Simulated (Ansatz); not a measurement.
System: SiH2SF, charge 0, doublet. SiH2SF (SMILES F[SiH2][S], doublet).
B3LYP-D3(BJ)/def2-TZVP minimum from Ansatz (an electronic-structure program):
```
Si
F 1 1.6018
H 1 1.4770 2 107.31
H 1 1.4770 3 113.26 2 -118.25
S 1 2.1086 3 107.61 4 -118.80
```
Charge 0, spin multiplicity 2.

Quantity: atomisation energy (electronic, to ground-state atoms), in kcal/mol. Radicals and triplets start from unrestricted determinants; spin-orbit coupling is neglected. CBS(X,Y): correlation extrapolated as X^-3, Hartree-Fock from the larger set. A bracket is a step between two methods taken in the basis named. The functionals are non-relativistic, so their misses hold any scalar relativity. Double hybrids freeze cores in their MP2 part. '+ core + X2C': CCSD(T) terms for core correlation (cc-pwCVTZ, 1s frozen past Ne) and scalar relativity (cc-pVTZ-DK). For partners of very few electrons the exact lower level stands in for a higher one.

CCSD(T)/CBS(cc-pV(T+d)Z,cc-pV(Q+d)Z) + [CCSDT(Q) - CCSD(T)]/cc-pV(D+d)Z + core + X2C (Ansatz) gives 374.1 kcal/mol.

Q: How far off this value is PBE/def2-TZVPD (Ansatz), in which direction, and which of these levels come nearer: r2SCAN/def2-TZVPD, B3LYP/def2-TZVPD, wB97M-V/def2-TZVPD, B2PLYP/def2-TZVPD, CCSD(T)/CBS(cc-pV(T+d)Z,cc-pV(Q+d)Z) + core + X2C?

A: PBE gives 371.4 kcal/mol, 2.7 kcal/mol below it. Differences of the others: r2SCAN/def2-TZVPD (Ansatz) 0.2; B3LYP/def2-TZVPD (Ansatz) -7.3; wB97M-V/def2-TZVPD (Ansatz) -0.9; B2PLYP/def2-TZVPD (Ansatz) -8.1; CCSD(T)/CBS(cc-pV(T+d)Z,cc-pV(Q+d)Z) + core + X2C (Ansatz) -0.4 kcal/mol. Nearer than PBE: r2SCAN/def2-TZVPD, wB97M-V/def2-TZVPD, CCSD(T)/CBS(cc-pV(T+d)Z,cc-pV(Q+d)Z) + core + X2C.
